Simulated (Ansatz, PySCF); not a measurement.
System: sum formula GeOBr, net charge 0, doublet state. It need not be the lowest isomer of its formula. 
Structure (B3LYP-D3(BJ)/def2-TZVP (Ansatz, a program for electronic structure) minimum search):
SMILES: [O]=[Ge][Br]
```xyz
3

Ge     0.4597    -0.5469     0.7424
O      2.0200    -0.9329     0.2899
Br    -0.8820     0.7132    -0.7451
```
Charge 0, spin multiplicity 2.

Total electronic energies in hartree. Cores are frozen in the correlated levels unless marked. UHF or UKS for open shells. Spin-orbit coupling is left out. The frozen core is the preceding noble-gas configuration, with the filled d and f shells of earlier blocks. No relativistic terms. CBS(X,Y): correlation extrapolated as X^-3; Hartree-Fock from the larger set. [CCSD(T)-MP2]/basis is that difference in the basis named.

The T1 diagnostic of CCSD in the largest basis is 0.094, which is high, so the coupled-cluster rows are less sure than usual.

```tsv
level	program	energy (Eh)
HF/def2-TZVPD	PySCF	-4722.68536
RI-HF/aug-cc-pVQZ	Ansatz	-4722.77894
TPSS-D3(BJ)/def2-TZVPD	PySCF + dftd3	-4726.31662
B97M-V/def2-TZVPD	Ansatz	-4725.54242
PBE0/6-31G*	Ansatz	-4725.15894
BHLYP/def2-TZVPD	Ansatz	-4726.34650
TPSSh-D3(BJ)/def2-TZVPD	PySCF + dftd3	-4726.30001
r2SCANh-D4/def2-TZVPD	Ansatz + dftd4	[?]
MN15-D3(BJ)/def2-TZVPD	PySCF + dftd3	-4726.98284
HSE06/def2-TZVPD	Ansatz	-4725.78036
CAM-B3LYP-D3(BJ)/def2-TZVPD	Ansatz + dftd3	-4726.64053
LC-wPBE-D4/def2-TZVPD	Ansatz + dftd4	-4725.72679
B2PLYP-D3(BJ)/def2-TZVPD	Ansatz + dftd3	-4725.54787
RPA@PBE/cc-pVTZ	Ansatz	[?]
RPA@PBE/cc-pVQZ	Ansatz	-4723.57328
MP2/cc-pVDZ	Ansatz	-4722.92122
RI-MP2/aug-cc-pVQZ	Ansatz	-4723.26903
RI-MP2/cc-pVTZ	Ansatz	-4723.20885
RI-MP2/CBS(aug-cc-pVTZ,aug-cc-pVQZ)	Ansatz	-4723.2957
CCSD/cc-pVQZ	Ansatz	-4723.30627
RI-MP2/CBS(aug-cc-pVTZ,aug-cc-pVQZ)+[CCSD(T)-MP2]/aug-cc-pVTZ	Ansatz	-4723.3679
RI-MP2/CBS(cc-pVTZ,cc-pVQZ)+[CCSD(T)-MP2]/cc-pVTZ	Ansatz	-4723.3643
CCSD(T)/CBS(cc-pVTZ,cc-pVQZ)	Ansatz	-4723.3647
```

### Question
Some entries are withheld; supply them.

### Answer

- r2SCANh-D4/def2-TZVPD, energy (Eh): -4726.34525
- RPA@PBE/cc-pVTZ, energy (Eh): -4723.48146
